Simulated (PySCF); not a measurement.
Two species compared at the same levels of theory.

First species: C6H8O2.
SMILES: `C=COC(=O)/C=C/C`

Second species: C6H8O2.
Numbering: `[CH2:1]=[CH:2][CH2:3][C:4](=[O:5])[O:6][CH:7]=[CH2:8]` (hydrogens: H9, H10 on C1; H11 on C2; H12, H13 on C3; H14 on C7; H15, H16 on C8)

Levels: PBE0/def2-SVPD for dipole moment, HOMO energy, LUMO energy, HOMO–LUMO gap, static isotropic polarisability and electronic spatial extent ⟨r²⟩ about the centre of nuclear charge; TDDFT PBE0/def2-SVPD for lowest singlet excitation; TDA PBE0/def2-SVPD for lowest triplet excitation (Tamm–Dancoff); GFN2-xTB for rotational constant A and rotational constant C. Geometries: GFN2-xTB. All species are isolated and taken at one optimised geometry, non-relativistic unless stated. Electronic properties by PySCF.

The conformers computed, where there is a choice (atom-mapped SMILES and torsion angles):
- `[CH2:1]=[CH:2][O:3][C:4](=[O:5])/[CH:6]=[CH:7]/[CH3:8]`: C1–C2–O3–C4 180°, C2–O3–C4–O5 0°, O3–C4–C6–C7 180°
- `[CH2:1]=[CH:2][CH2:3][C:4](=[O:5])[O:6][CH:7]=[CH2:8]`: C1–C2–C3–C4 -124°, C2–C3–C4–O5 -12°, C3–C4–O6–C7 180°, C4–O6–C7–C8 -178°

```csv
property,column X,column Y
dipole moment,2.29 D,1.76 D
HOMO energy,-7.34 eV,-7.52 eV
LUMO energy,-1.52 eV,-0.55 eV
HOMO–LUMO gap,5.82 eV,6.97 eV
lowest singlet excitation,4.94 eV,5.78 eV
lowest triplet excitation (Tamm–Dancoff),3.71 eV,4.23 eV
static isotropic polarisability,87.7 au,82.1 au
electronic spatial extent ⟨r²⟩ about the centre of nuclear charge,1433 bohr²,1351 bohr²
rotational constant A,7.391 GHz,7.177 GHz
rotational constant C,0.789 GHz,0.848 GHz
```

Question: Which column belongs to which species?

Answer: Column X is the first species and column Y the second. The first has 16 atoms and 60 electrons, the second 16 and 60.

Question: How does each property change from the first species to the second?

Answer: dipole moment -0.53 D; HOMO energy -0.18 eV; LUMO energy +0.97 eV; HOMO–LUMO gap +1.15 eV; lowest singlet excitation +0.84 eV; lowest triplet excitation (Tamm–Dancoff) +0.52 eV; static isotropic polarisability -5.6 au; electronic spatial extent ⟨r²⟩ about the centre of nuclear charge -82 bohr²; rotational constant A -0.214 GHz; rotational constant C +0.059 GHz.

On the first: S1 lies 0.88 eV below the HOMO–LUMO gap; its leading configuration is HOMO−2→LUMO, weight 0.97. The vertical singlet–triplet gap S1 − T1 is 1.23 eV (TDDFT singlet less Tamm–Dancoff triplet; S1: HOMO−2→LUMO, weight 0.97; T1: HOMO−1→LUMO, weight 0.71).

On the second: No computed singlet falls in the visible range (750 to 380 nm, 1.65 to 3.26 eV); S1 lies 2.52 eV above its blue end. The dipole equals about 5.9 × 10⁻³⁰ C·m (1 D = 3.33564 × 10⁻³⁰ C·m).
